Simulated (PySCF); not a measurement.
Vertical excitations of a molecule C3H5NOSi from TDA-PBE/def2-SVPD in PySCF, as energy in eV (oscillator strength): 4.84 (0.002), 5.14 (0.000), 5.61 (0.002), 5.95 (0.010), 6.00 (0.000), 6.08 (0.000), 6.51 (0.003), 6.77 (0.007), 6.81 (0.084), 6.85 (0.106). Lowest triplet (TDA): 4.22 eV. The structure is a stationary point at PBE-D3(BJ)/def2-SVP. The values are those of a single conformer.

Question: Which structure fits?
A. C1=CO[SiH2]N=C1
B. N#CCC(=O)[SiH3]
C. O[Si@@H]1C=CC=N1
D. C=C[SiH2]OC#N

Answer: D, C=C[SiH2]OC#N
